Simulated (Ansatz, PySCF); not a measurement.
C₅H₅, SMILES [CH]1C=CC=C1 (connectivity only; charge and spin as stated), charge +1, multiplicity 1.

Coordinates come from a B3LYP-D3(BJ)/def2-SVP optimisation. The multiplicity is an assumed one; no other spin state was optimised. The isomer is the one that the SMILES or the coordinates give; other isomers of the formula were not compared.

Vertical ionisation energy (IE) and electron affinity (EA) in eV. Rows of orbital energies are one-electron estimates. Where ΔSCF, EOM or ADC give a negative EA the extra electron is unbound and the value depends on the basis.

```
level                                                                        IE     EA
------------------------------------------------------------------------  -----  -----
−ε(HOMO), −ε(LUMO), r2SCAN/def2-TZVP (PySCF)                              12.15  11.52
−ε(HOMO), −ε(LUMO), PBE/def2-TZVP (PySCF)                                     ?      ?
ΔSCF, CAM-B3LYP/def2-SVPD (Ansatz), final states of multiplicity 2 and 2  15.35   8.62
ΔSCF, PBE/def2-SVPD (Ansatz), final states of multiplicity 2 and 2        15.43   8.55
```

Problem. Fill in the missing entries. (An estimate is asked for; the answer gives what the named calculation found.)

Solution. 
- −ε(HOMO), −ε(LUMO), PBE/def2-TZVP (PySCF), IE: 12.05
- −ε(HOMO), −ε(LUMO), PBE/def2-TZVP (PySCF), EA: 11.65

Problem. What vertical singlet–triplet gap does ΔSCF give with CAM-B3LYP/def2-SVPD (Ansatz, a program for electronic structure) and with PBE/def2-SVPD (Ansatz)? (The exact figures need the calculation; the answer reports its results.)

Solution. 0.14 and 0.14 eV (triplet above singlet where positive).
